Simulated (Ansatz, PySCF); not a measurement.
C2H10Si3, SMILES [SiH2](C=C)[SiH2][SiH3]. Atoms are numbered in the order given.

```xyz
15

C     -2.6372    -0.3389    -0.9294
C     -1.9959     0.5996    -0.2187
Si    -0.9406     0.2309     1.2877
Si     1.3186     0.5182     0.6890
Si     1.6861    -0.6887    -1.2961
H     -2.6169    -1.3965    -0.6426
H     -3.2125    -0.0954    -1.8298
H     -2.0550     1.6404    -0.5654
H     -1.3054     1.1217     2.4306
H     -1.1536    -1.1923     1.6886
H      1.6116     1.9652     0.4476
H      2.2303     0.0313     1.7697
H      1.2115    -2.0943    -1.1223
H      0.9171    -0.0641    -2.4120
H      3.1323    -0.7171    -1.6672
```
Charge 0, spin multiplicity 1.

The structure is a stationary point at B3LYP-D3(BJ)/def2-SVP. Other conformers were not sampled.

Two levels are set side by side: PBE-D3(BJ)/def2-SVP (Ansatz, a quantum-chemistry and plane-wave program) and B3LYP-D3(BJ)/def2-SVP (Ansatz). Each level has its own optimised geometry; the coordinates shown are those of the second. Frequencies come from the Hessian of PySCF at each geometry. Differences are taken from unrounded values.

```tsv
quantity	B3LYP-D3(BJ)	PBE-D3(BJ)	PBE-D3(BJ) minus B3LYP-D3(BJ)
mean bond length (Å)	1.548	1.558	0.009
bond C1–C2 (Å)	1.341	1.349	0.008
bond C2–Si3 (Å)	1.876	1.880	0.004
bond Si3–Si4 (Å)	2.355	2.358	0.003
bond Si4–Si5 (Å)	2.352	2.353	0.001
bond C1–H6 (Å)	1.096	1.104	0.008
bond C1–H7 (Å)	1.096	1.104	0.008
bond C2–H8 (Å)	1.099	1.107	0.008
bond Si3–H9 (Å)	1.494	1.508	0.013
bond Si3–H10 (Å)	1.494	1.507	0.013
bond Si4–H11 (Å)	1.496	1.509	0.013
bond Si4–H12 (Å)	1.495	1.508	0.013
bond Si5–H13 (Å)	1.494	1.507	0.013
bond Si5–H14 (Å)	1.492	1.505	0.013
bond Si5–H15 (Å)	1.493	1.506	0.013
highest harmonic wavenumber (cm⁻¹)	3204	3142	-62
mean harmonic wavenumber (cm⁻¹)	1137	1102	-35
zero-point energy (kcal/mol)	63.39	61.44	-1.96
```

Exact exchange shortens and stiffens bonds; PBE has none. Differences between two approximate levels are no errors against the true value.
